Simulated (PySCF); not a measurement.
# Reading the logs of faulty runs: BH4OSi anion

These are calculations, not measurements. The program is PySCF 2.14.0, an open-source quantum chemistry code, run on an isolated molecule that a program drew, which may never have been made. The molecule is BH4OSi anion (charge -1, singlet), drawn as the SMILES string `BO[SiH2-]`.

Each row is a Hartree-Fock (HF) and frozen-core CCSD(T) single point in the aug-cc-pV(D+d)Z basis, meant for a local HF minimum. Run 1 is clean. Each other run has one planted mistake out of seven kinds, and not every kind appears here: one electron removed, one electron added, multiplicity raised by two, geometry at a saddle point, minimal basis STO-3G, one bond length entered in bohr, all coordinates scaled. The reference is restricted for singlets and unrestricted otherwise, and also for a bond in bohr. Adding or removing an electron swaps singlet and doublet. Electrons count all cores. HOMO and LUMO are orbital energies over both spins, the gradient is its largest component, and the lowest frequency (negative if imaginary) is given only where the gradient is small. Bond lengths are over the 6 bonds as drawn. T1 is the CCSD diagnostic: over 0.02 (restricted) or 0.045 (unrestricted) a single reference is doubtful.

Geometry of the clean run:
```xyz
7
BH4OSi anion, angstrom
B    -0.0653   -2.8842    2.8078
O     0.8574   -2.2696    2.1092
Si    0.7983   -1.1677    0.6922
H     0.2620   -3.6534    3.7008
H    -1.2583   -2.7320    2.6108
H     1.6344   -0.0395    1.3184
H    -0.5615   -0.5033    0.9817
```

| run | electrons | basis functions | <S^2> | HOMO (eV) | LUMO (eV) | gradient (hartree/bohr) | lowest frequency (cm^-1) | mean bond (Å) | longest bond (Å) | T1 | HF (hartree) | CCSD(T) (hartree) | mistake |
|---|---|---|---|---|---|---|---|---|---|---|---|---|---|
| 1 | 32 | 114 | 0.000 | -2.19 | 3.66 | 3.3e-05 | 45 | 1.4378 | 1.796 | 0.0182 | -390.86417 | -391.32455 | no fault |
| 2 | 32 | 114 | 2.005 | 0.76 | 3.14 | 7.0e-02 | - | 1.4378 | 1.796 | 0.0747 | -390.79395 | -391.22466 | multiplicity raised by two |
| 3 | 32 | 114 | 0.253 | -3.98 | 3.33 | 3.6e-02 | - | 1.7041 | 3.394 | 0.0562 | -390.78360 | -391.24856 | one bond length entered in bohr |
| 4 | 31 | 114 | 0.755 | -10.87 | -0.30 | 9.0e-02 | - | 1.4378 | 1.796 | 0.0172 | -390.82446 | -391.24737 | one electron removed |
| 5 | 32 | 114 | 0.000 | -0.18 | 3.52 | 6.0e-05 | -1185 | 1.3980 | 1.724 | 0.0259 | -390.79281 | -391.26063 | ? |
| 6 | 32 | 114 | 0.000 | -2.57 | 3.72 | 5.1e-02 | - | 1.5313 | 1.913 | 0.0206 | -390.84431 | -391.31444 | ? |

**Which mistake was planted in run 5, and what did it cost?**

The gradient is small, so the point is stationary, but the lowest frequency is imaginary (-1185 cm^-1). So the mistake is: geometry at a saddle point. Subtracting run 1 and multiplying by 627.51 kcal/mol a hartree, the energy moved by 44.8 kcal/mol in HF and 40.1 kcal/mol in CCSD(T).

**Which mistake was planted in run 6, and what did it cost?**

The mean and the longest bond both change by the same factor, 1.065, and the gradient is no longer small. So the mistake is: all coordinates scaled. Subtracting run 1 and multiplying by 627.51 kcal/mol a hartree, the energy moved by 12.5 kcal/mol in HF and 6.3 kcal/mol in CCSD(T).

Cautions from the logs. Run 2: T1 is over the limit, so its CCSD(T) energy is less reliable and the HOMO is above zero, so the electron isn't bound and the energy depends on the basis; run 3: T1 is over the limit, so its CCSD(T) energy is less reliable; run 5: T1 is over the limit, so its CCSD(T) energy is less reliable; run 6: T1 is over the limit, so its CCSD(T) energy is less reliable.
